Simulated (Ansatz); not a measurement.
Reaction (atomization): `BC1=CB1` → 2 B• + 2 C• + 4 H•

Computed with Ansatz on PBE0-D4/def2-TZVP structures; ΔE is electronic, products minus reactants. CCSD(T)/CBS is the MP2 limit (def2-TZVPP, def2-QZVPP) plus CCSD(T) − MP2 in def2-TZVPP, frozen cores. This one scheme is used for every species, atoms too. DFT in def2-TZVPP. No spin–orbit coupling; open shells (•) take unrestricted orbitals. Spin–orbit coupling would lower the free atoms: a little for B, C.

| level | ΔE (kJ/mol) |
| --- | --- |
| PBE0 | 3314.2 |
| r2SCANh | 3296.7 |
| CAM-B3LYP | 3281.4 |
| LC-ωPBE | 3290.9 |

(1) What does CCSD(T)/CBS give? (Estimate.)

Largest T1 diagnostic among the species: 0.014.

## Answers

(1) Ansatz gave: +3238.0 kJ/mol. The listed levels differ from it by 76.2, 58.7, 43.4, 52.9 kJ/mol.

Leaving LDA and LC-ωPBE aside and taking each functional with its dispersion term where it has one, the values, not all of them listed here, spread over 175.6 kJ/mol, from BHLYP-D4 to PBE-D4. LDA lies +379.7 kJ/mol from PBE without D4, its usual overbinding. From BLYP to BHLYP (50 % exact exchange), in def2-TZVPP and without D4, ΔE moves by −60.9 kJ/mol: exact exchange takes away binding that semilocal exchange gives to molecules.

For atomizations the MP2-based limit and the directly extrapolated one differ by several kJ/mol either way, and by 10 to 25 for some Ge, Se and Sn compounds, so smaller differences from it don't rank the levels.
